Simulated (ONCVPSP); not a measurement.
**PBE ONCV dataset for Os (Z = 76), scalar-relativistic all-electron reference.**

```
Element                 : osmium (Os)
Generator               : ONCVPSP 4.0.1
Type                    : optimised norm-conserving Vanderbilt (ONCV)
Functional              : PBE
Relativity              : scalar-relativistic
Frozen core             : [Kr] 4d10
Valence charge          : 30
Reference configuration : 4f13 5s2 5p6 5d7 6s2
Partial waves           : 5s+6s: rc 1.50 bohr, ncon 5, nbas 9, qcut 6.3 1/bohr, 2 projectors; 5p: rc 1.30 bohr, ncon 4, nbas 7, qcut 7 1/bohr, 2 projectors, debl 2.6 Ha; 5d: rc 1.70 bohr, ncon 4, nbas 7, qcut 4.8 1/bohr, 2 projectors, debl 3.2 Ha; 4f: rc 0.50 bohr, ncon 4, nbas 8, qcut 22.5 1/bohr, local
Local potential         : the f channel
Core correction         : polynomial model core, fcfact 0.65
```

Poles of the logarithmic derivatives, all-electron (AE) and pseudo (PS). s: poles at -2.8 (AE) and -2.8 (PS) Ha. p: poles at 0.7 (AE) and 0.7 (PS) Ha. d: poles at 1.2 (AE) and 1.2 (PS) Ha. f: poles at no energy (AE) and no energy (PS) Ha. Test radii: s 1.52, p 1.32, d 1.73, f 0.51 bohr.

* Cutoffs needed: 1103 Ha and 1456 Ha (the cutoffs (Ha) at which the residual kinetic energy of the hardest occupied pseudo-wave falls to 1 and 0.1 mHa per electron)
* Ghost test: ghosts flagged at negative energy: s at -1203.8 eV, p at -957.5 eV, d at -290.9 eV; GHOST(+) flagged for s at 199.2 eV; a true bound ghost makes a file unfit for plane-wave use
* Largest excitation error: -833 meV (all-electron minus pseudo) for 4f14 5s2 5p6 5d6 6s2, out of 4 test configurations
* rms error of d²Exc/dni dnj: 6.07 mHa without and 1.36 mHa with the model core
